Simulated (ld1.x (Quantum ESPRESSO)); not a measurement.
## PBE TM dataset for Pb (Z = 82), scalar-relativistic all-electron reference.

ld1.x (Quantum ESPRESSO) 7.5 input, shortened:

```
&input
   title='Pb', zed=82., rel=1, dft='PBE', iswitch=3,
   config='[Xe] 4f14 5d10 6s2 6p2'
 /
 &inputp
   pseudotype=2, tm=.true., lloc=0,
   nlcc=.false.
 /
3
5P  2  1   6.00   0.00  1.05  1.05  0.0
5D  3  2  10.00   0.00  1.10  1.10  0.0
6S  1  0   2.00   0.00  1.45  1.45  0.0
 &test
   configts(1)='5p6 5d10 6s2 6p2'
 /
```

Occupied shells without a wave of their own: 6p. They enter only through the test configuration that unscreens the potential.

Poles of the logarithmic derivatives, all-electron (AE) and pseudo (PS). s: poles at no energy (AE) and 0.5 (PS) Ry. p: poles at -5.4 (AE) and -5.3 (PS) Ry. d: poles at 0.9 (AE) and 1.1 (PS) Ry. Test radius 1.61 bohr.

- Cutoffs needed: 160 Ry and 260 Ry (the cutoffs (Ry, on a coarse ladder) from which the occupation-weighted sum of valence levels, in a spherical-Bessel basis at the reference potential, stays within 10 and 1 mRy of its value at 400 Ry)
- Ghost test: no extra level below or beside the all-electron valence levels (p, d, s, f tested) (spherical-Bessel basis up to 400 Ry, 20 bohr box)
- Largest excitation error: +5094 meV (all-electron minus pseudo) for 5p6 5d10 6s0 6p0, out of 7 test configurations
